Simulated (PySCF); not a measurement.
## How the method changes the constants of CsSn

State: ⁴Σ⁻ (quartet), unpaired electrons σ ↑, π ↑↑. Set-up: PySCF, scalar-relativistic core potentials, basis sets Cs def2-SVPD with ECP46, Sn def2-SVPD with ECP28. De refers to Cs + Sn in their high-spin ground configurations, without counterpoise correction. The functionals are run spin-unrestricted. A positive dipole means Cs(−)Sn(+).

```json
{"Level": "UHF", "Re (Å)": "3.734", "ωe (cm⁻¹)": "83.8", "De (eV)": "1.09", "μ (D)": "-12.92"}
{"Level": "UHF-MP2", "Re (Å)": "3.651", "ωe (cm⁻¹)": "88.7", "De (eV)": "1.38", "μ (D)": "n/a"}
{"Level": "UHF-SCS-MP2", "Re (Å)": "3.663", "ωe (cm⁻¹)": "88.1", "De (eV)": "1.26", "μ (D)": "n/a"}
{"Level": "PBE", "Re (Å)": "3.595", "ωe (cm⁻¹)": "84.7", "De (eV)": "1.42", "μ (D)": "-9.41"}
{"Level": "BP86", "Re (Å)": "3.599", "ωe (cm⁻¹)": "84.5", "De (eV)": "1.39", "μ (D)": "-9.60"}
{"Level": "r²SCAN", "Re (Å)": "3.601", "ωe (cm⁻¹)": "87.4", "De (eV)": "1.60", "μ (D)": "-10.84"}
{"Level": "PBE0", "Re (Å)": "3.584", "ωe (cm⁻¹)": "88.2", "De (eV)": "1.44", "μ (D)": "-10.51"}
{"Level": "r²SCAN0", "Re (Å)": "3.590", "ωe (cm⁻¹)": "89.4", "De (eV)": "1.57", "μ (D)": "-11.26"}
{"Level": "M06", "Re (Å)": "3.538", "ωe (cm⁻¹)": "94.6", "De (eV)": "1.40", "μ (D)": "-10.14"}
{"Level": "HSE06", "Re (Å)": "3.587", "ωe (cm⁻¹)": "87.4", "De (eV)": "1.43", "μ (D)": "-10.30"}
```

Task: What does a quarter of exact exchange do here, going from PBE to PBE0?

Result: PBE0 less PBE: -1.1 pm in Re, +4.1 % in ωe, +0.02 eV in De. Exact exchange removes part of the self-interaction that spreads semilocal densities, and in most molecules shortens and stiffens the bond and lowers De; here De goes the other way.

Task: What does the step from GGA to meta-GGA do here, going from PBE to r²SCAN?

Result: r²SCAN less PBE: +0.6 pm in Re, +3.2 % in ωe, +0.18 eV in De. 

Task: What does a quarter of exact exchange do here, going from r²SCAN to r²SCAN0?

Result: r²SCAN0 less r²SCAN: -1.1 pm in Re, +2.3 % in ωe, -0.03 eV in De. Exact exchange removes part of the self-interaction that spreads semilocal densities, and in most molecules shortens and stiffens the bond and lowers De; so it does here.

Correlated steps freeze 4 core orbitals. Correlated levels converge slowly with the basis: in double zeta they bind strong bonds too weakly, by up to about 1 eV, and carry superposition errors of some tenths. Spin–orbit coupling is left out, which matters for elements this heavy, above all for dissociation energies. The state was picked by a PBE0 search and need not be the measured ground state.
